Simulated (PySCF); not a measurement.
SMILES C(C[Si](O)(OC)O)C at its GFN2-xTB optimised geometry (Å):

```
20

C     -2.7460     0.7773    -0.0344
C     -1.5768     1.4738     0.6495
C     -0.2346     1.1391     0.0000
Si     0.2003    -0.7076     0.0000
O     -0.3128    -1.5293    -1.3078
O     -0.4622    -1.5130     1.2681
O      1.8240    -0.7076     0.0000
C      2.6725    -1.7822    -0.3014
H     -2.6812    -0.2979     0.1097
H     -3.6922     1.1221     0.3778
H     -2.7387     0.9860    -1.1019
H     -1.7340     2.5553     0.6103
H     -1.5570     1.1835     1.7022
H     -0.2476     1.5048    -1.0269
H      0.5487     1.6991     0.5103
H     -1.2286    -1.7865    -1.3720
H     -0.2499    -1.2459     2.1576
H      3.6922    -1.3986    -0.3416
H      2.6021    -2.5553     0.4673
H      2.4045    -2.2197    -1.2635
```

Computed with PBE0/def2-SVP run with PySCF. Cells within 0.4 Å of a nucleus heavier than hydrogen are left out (blank, or x).

Map of the electrostatic potential (hartree/e), clipped to [-0.08, 0.12] on the plane z = 0.0 Å:

```
|3333333333333333333333333333333|
|3333333333333333333333333333333|
|3333333333333333333333333333333|
|3333333333333333333333333333333|
|3333333333333333333333333333333|
|3333333334443333333333333333333|
|3333333344444333333333333333333|
|3333333344554433333333333333333|
|3333333345896433333333333333333|
|3334444445997555554333333333333|
|3344445567999999995333333333333|
|3344599999999999995322223333333|
|33446999999999xx994221222333333|
|33445999xx9999x9984210122333333|
|33344599x9988999996200012333333|
|3333346999968999999992122333333|
|333333599996999xx99xx9434444333|
|333333489976999xx99xx9988754433|
|3333344566558999999999999974443|
|3333344444456999999999x99974443|
|3333344444444579997999x99754443|
|3333344444433334455699997544443|
|3333334444333222334479985444433|
|3333333333333222233456654444333|
|3333333333333222233344444444333|
|3333333333333333333334444443333|
|3333333333333333333333333333333|
|3333333333333333333333333333333|
|3333333333333333333333333333333|
|3333333333333333333333333333333|
|3333333333333333333333333333333|
```
Scale: ten equal steps from -0.074 (start of '0') to 0.120 (end of '9'), in the order '0123456789'; x runs from -6.00 to 6.00, y from -6.00 (bottom) to 6.00 (top).
